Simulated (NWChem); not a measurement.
C$_{2}$H$_{5}$B; SMILES BC=C

```xyz
8

B      0.1874     1.3508     0.0002
H      1.3977     1.4055    -0.0049
H     -0.4487     2.3798     0.0071
C     -0.4981    -0.0303    -0.0012
C      0.2304    -1.1631     0.0002
H     -1.5911    -0.1271    -0.0015
H     -0.2211    -2.1625     0.0017
H      1.3257    -1.1249     0.0005
```
Atoms are numbered in this order, from 1.

Level: PBE0/def2-SVP (NWChem), optimised geometry, unscaled harmonic frequencies. 

```csv
frequency (cm⁻¹),IR intensity (km/mol)
203,0.3
362,0.2
548,1.6
827,8.6
938,19.9
1007,55.1
1035,36.1
1057,8.6
1094,4.7
1225,36.1
1303,5.6
1429,50.3
1677,62.8
2569,123.9
2658,143.2
3141,13.5
3167,7.8
3243,6.1
```

zero-point energy: 39.3 kcal/mol
thermal correction to the enthalpy at 298.15 K (with zero-point energy): 42.5 kcal/mol
heat capacity Cv: 13.3 cal/(mol K)
entropy at 298.15 K and 1 atm (symmetry number 1): 63.3 cal/(mol K)
dipole moment: 1.39 D

Rigid rotor and harmonic oscillator.
